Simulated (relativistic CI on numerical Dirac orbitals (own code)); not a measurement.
## Slater and spin-orbit integrals, Sn⁴⁵⁺

These numbers are calculated, not measured: Dirac-Coulomb-Breit CI, KLI orbitals optimised for each configuration, QED by a radiative potential, unscaled Slater integrals (own radial code, finite nucleus).

Slater integrals F^k, G^k are unscaled and averaged over j, outside the closed core 1s2; ζ comes from projecting the Hamiltonian with its Breit term on Σ l·s of the shell.

- 2s2 2p: ζ(2p) = 1.3876e+06 cm⁻¹; <r>(2p) = 0.1022, <r^2>(2p) = 0.01264 (bohr units).
- 2s 2p2: F^2(2p,2p) = 930390, G^1(2s,2p) = 980060, ζ(2p) = 1.3814e+06 cm⁻¹; <r>(2s) = 0.1186, <r^2>(2s) = 0.01653, <r>(2p) = 0.1023, <r^2>(2p) = 0.01266 (bohr units).
- 2p3: F^2(2p,2p) = 928750, ζ(2p) = 1.3752e+06 cm⁻¹; <r>(2p) = 0.1025, <r^2>(2p) = 0.01271 (bohr units).

Averages of the first 10 configurations, taken without configuration mixing, which lowers the lowest level and can move excited configurations by several eV; other configurations of the list can lie among them:

```
Configuration  Parity  States  Average energy above the lowest level (eV)
       2s2 2p     odd       6                                       176.7
       2s 2p2    even      30                                       488.3
          2p3     odd      20                                       839.9
       2p2 3s    even      30                                      4984.3
       2p2 3p     odd      90                                      5079.2
       2p2 3d    even     150                                      5155.8
       2s2 3s    even       2                                      4374.5
       2s2 3p     odd       6                                      4475.8
       2s2 3d    even      10                                      4552.6
     2s 2p 3s     odd      24                                      4659.1
```
